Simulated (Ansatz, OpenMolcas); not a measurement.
Heat of formation of SiH2Br2 (dibromosilane) from total energies

SiH2Br2 has 5 atoms, charge 0, and is taken as a singlet. SMILES: `Br[SiH2]Br`. The coordinates come from a PBE0-D4/def2-TZVP relaxation.

Total energies at B3LYP/6-31G* (spherical functions) (OpenMolcas 26.06); the atoms run unrestricted:

```tsv
species	state	energy (Eh)
SiH2Br2	singlet	-5438.527681
Br	doublet	-2573.830944
Si	triplet	-289.369795
H	doublet	-0.500273
```

Harmonic wavenumbers at PBE0-D4/def2-TZVP, in cm⁻¹: 119, 401, 472, 548, 684, 835, 937, 2266, 2283.

Measured heats of formation of the gaseous atoms at 298.15 K, in kJ/mol: Br 111.9, Si 450.0, H 218.0. Spin-orbit lowering of the atoms at 298 K (mean of the ground term's levels less their thermal mean, from spectra), in kJ/mol: Br 14.69, Si 0.44. Take 1 Eh = 2625.50 kJ/mol, 1 cm⁻¹ = 0.0119627 kJ/mol, RT = 2.479 kJ/mol.

What heat of formation follows?


1. Electronic atomisation energy: 2 × (-2573.830944) + (-289.369795) + 2 × (-0.500273) − (-5438.527681) = 0.495452 Eh = 1300.8 kJ/mol.
2. Zero-point energy: half the sum of the wavenumbers, 4272.5 cm⁻¹ = 51.1 kJ/mol.
3. Thermal vibrational enthalpy, Σ hcν̃/(exp(hcν̃/kT) − 1): 4.4 kJ/mol. Translation, rotation and pV of a non-linear molecule: 4 RT = 9.9 kJ/mol.
4. The 5 free atoms carry 5/2 RT each: 31.0 kJ/mol.
5. Spin-orbit coupling lowers the free atoms by 2 × 14.69 + 0.44 = 29.8 kJ/mol.
6. Atomisation enthalpy at 298 K: 1300.8 − 29.8 − 51.1 − 4.4 − 9.9 + 31.0 = 1236.6 kJ/mol.
7. Sum of the atoms' heats of formation: 1109.8 kJ/mol. Heat of formation: 1109.8 − 1236.6 = -126.8 kJ/mol.

The tabulated value is -190.4 kJ/mol (NIST-JANAF tables; in doubt: it may be an older value or an estimate), so this level is off by +63.6 kJ/mol, or 4.9 % of the atomisation enthalpy that the table implies (1300.1 kJ/mol). Relativity is left out. Anharmonicity and any spin-orbit splitting of the molecule are left out.
